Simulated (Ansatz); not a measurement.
Cartesian coordinates in Å:
```
F -1.861 -0.353 1.225
Si -0.790 0.575 0.515
F -0.218 1.537 1.637
Si 0.903 -0.681 -0.477
Cl -1.776 1.727 -0.842
H 0.291 -1.559 -1.505
H 1.585 -1.499 0.558
H 1.866 0.254 -1.110
```

Total charge 0; spin multiplicity 1.

(1) List the CAM-B3LYP/def2-TZVPP orbital energies in eV (Ansatz 0.2.0). (Estimate.)

Answers

(1) The calculation gave: Occupied: -2764.84, -1803.78, -1801.47, -674.08, -674.08, -259.64, -198.67, -198.55, -198.55, -148.06, -146.10, -103.43, -103.43, -103.35, -101.43, -101.41, -101.41, -35.53, -34.99, -25.33, -18.36, -17.19, -16.07, -15.40, -15.17, -14.42, -14.01, -13.57, -12.01, -11.94, -11.50, -11.30, -10.34. Lowest empty: 0.68, 0.75, 1.32, 1.85, 2.71, 2.71, 2.96, 4.59.
